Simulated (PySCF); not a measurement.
N-dimethylsilylethanamine (C₄H₁₃NSi), SMILES [SiH](C)(NCC)C.

The structure is a stationary point at PBE0-D3(BJ)/def2-SVP. One conformer was computed; it need not be the lowest.

Calculation: PBE0-D3(BJ)/def2-SVP (PySCF 2.14.0).

Frequencies are harmonic and unscaled.

Question: Give all harmonic wavenumbers and intensities. (The exact figures need the calculation; the answer reports its results.)

Answer: 
```csv
mode,ν (cm⁻¹),IR (km/mol),moving atoms (share of kinetic energy)
1,36,0.3,"C 56 %, H 40 %"
2,66,0.6,"C 55 %, H 30 %, N 14 %"
3,146,0.1,"H 58 %, C 36 %"
4,153,0.0,H 93 %
5,183,0.8,"H 89 %, C 9 %"
6,214,1.1,"H 43 %, C 41 %, Si 12 %"
7,222,10.7,"C 34 %, H 30 %, N 21 %, Si 15 %"
8,262,0.8,"H 78 %, C 11 %, Si 9 %"
9,332,36.7,"H 80 %, Si 8 %"
10,369,15.9,"H 55 %, Si 22 %, N 14 %, C 9 %"
11,437,28.9,"N 44 %, H 28 %, C 26 %"
12,608,7.1,H 93 %
13,634,2.3,"C 55 %, H 25 %, N 11 %, Si 9 %"
14,687,5.4,"H 50 %, C 37 %, Si 12 %"
15,718,8.4,"H 62 %, C 17 %, Si 14 %"
16,757,25.7,"H 67 %, C 16 %, Si 9 %, N 8 %"
17,765,41.2,"H 53 %, C 25 %, Si 21 %"
18,812,6.3,"H 76 %, C 13 %, N 10 %"
19,852,40.7,"H 65 %, C 23 %, Si 11 %"
20,891,146.0,"H 78 %, Si 11 %, C 10 %"
21,911,173.2,"H 71 %, Si 13 %, C 13 %"
22,950,74.7,"H 43 %, C 31 %, N 14 %, Si 11 %"
23,1090,10.0,"H 50 %, C 48 %"
24,1119,8.4,"H 64 %, C 32 %"
25,1194,100.9,"C 37 %, N 36 %, H 27 %"
26,1256,43.8,"H 77 %, C 23 %"
27,1262,32.1,"H 78 %, C 21 %"
28,1284,14.2,"H 82 %, C 14 %"
29,1365,4.9,"H 80 %, C 18 %"
30,1394,8.2,"H 75 %, C 22 %"
31,1422,6.6,H 93 %
32,1425,2.7,H 95 %
33,1426,53.0,"H 79 %, N 11 %, C 10 %"
34,1434,19.8,H 89 %
35,1437,3.6,H 96 %
36,1462,3.2,H 96 %
37,1464,4.3,H 95 %
38,1484,4.3,"H 91 %, C 9 %"
39,2211,164.1,H 97 %
40,3020,60.8,H 94 %
41,3047,19.9,H 97 %
42,3048,3.6,H 97 %
43,3053,2.6,H 97 %
44,3077,20.1,"H 91 %, C 9 %"
45,3140,24.9,"H 91 %, C 9 %"
46,3147,9.5,"H 91 %, C 9 %"
47,3151,28.1,"H 90 %, C 10 %"
48,3152,6.3,"H 91 %, C 9 %"
49,3160,5.9,"H 91 %, C 9 %"
50,3167,4.6,"H 91 %, C 9 %"
51,3643,19.3,H 93 %
```
